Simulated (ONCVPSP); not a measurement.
**osmium (Os), ONCV: configuration errors across variants**

- Element: osmium (Os)
- Generator: ONCVPSP 4.0.1
- Type: optimised norm-conserving Vanderbilt (ONCV)
- Functional: PBE
- Relativity: fully relativistic
- Frozen core: [Kr] 4d10 4f14
- Valence charge: 16
- Reference configuration: 5s2 5p6 5d6 6s0.5 (charge +1.5)
- Partial waves: 5s+6s: rc 1.75 bohr, ncon 3, nbas 7, qcut 7.5 1/bohr, 2 projectors; 5p: rc 1.80 bohr, ncon 3, nbas 6, qcut 9.1 1/bohr, 2 projectors, debl 1 Ha; 5d: rc 1.70 bohr, ncon 4, nbas 8, qcut 6.3 1/bohr, 1 projector
- Local potential: polynomial inside 1.65 bohr (lpopt 3, dvloc0 1 Ha)
- Core correction: Teter function, fcfact 2.75, rcfact 1.75

Open shells are filled in proportion to 2j + 1.

In the p channel the program set the typed energies aside and used -2.204, 0.250 Ha (j = l + 1/2; the other j can differ).

All-electron excitation energies from the reference (eV): (1) 5s2 5p6 5d6 6s2 -17.088; (2) 5s2 5p6 5d6 6s1 -7.503; (3) 5s2 5p6 5d6 6s0 9.416; (4) 5s2 5p6 5d6 6s0 6p2 -6.743.

1 further variants failed, have other tests or another functional or relativity, and are left out.

Errors AE − PS in meV (a dash: test not solved or not reliable):

```csv
change,(1),(2),(3),(4),bound ghosts,GHOST(+) flags above zero
base,-13,-2.1,-2.7,-0.6,none,none
d: qcut 4.1,-13,-2.2,-2.9,-0.7,none,none
"core correction Teter function, fcfact 2.75, rcfact 1.26",-1.6,-0.2,0.0,+0.9,none,none
"core correction Teter function, fcfact 5.3, rcfact 1.75",-22,-3.6,-5.0,-1.8,none,none
"s: ncon 5, nbas 9",-11,-1.8,-2.5,-0.7,none,none
```

**Question.** Give the same row for: p: qcut 8.

**Answer.** -13, -2.1, -2.7, -0.5; bound ghosts: none; GHOST(+) flags above zero: none.
